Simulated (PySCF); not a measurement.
**How methods differ on the excitation energy of C**

C [He] 2s2 2p2 (3P) → C [He] 2s1 2p2 3s1 (5P), as a difference of total energies. Calculation: PySCF 2.14, in dyall-av2z (11s7p2d, 42 functions); no relativity, point nucleus. Correlated levels: valence: 1s2 frozen; virtual orbitals above 40 to 60 times the deepest correlated orbital energy dropped. The calculations carry no spin-orbit coupling.

```tsv
method	excitation energy (cm⁻¹)
UHF	89179
LDA	103190
PBE	102250
PBE0	101800
r2SCAN	100260
B97-3	104880
M06	104280
B3LYP	106150
PBEsol	101650
MP2 (valence)	99300
SCS-MP2 (valence)	101790
```

The upper state lies above the first ionisation limit, but in LS coupling its spin forbids autoionisation to the ground ion. A Rydberg-like electron needs more diffuse functions than a valence basis has.

The promoted electron is Rydberg-like, and one or two diffuse shells describe it only roughly, which tends to raise the upper state.
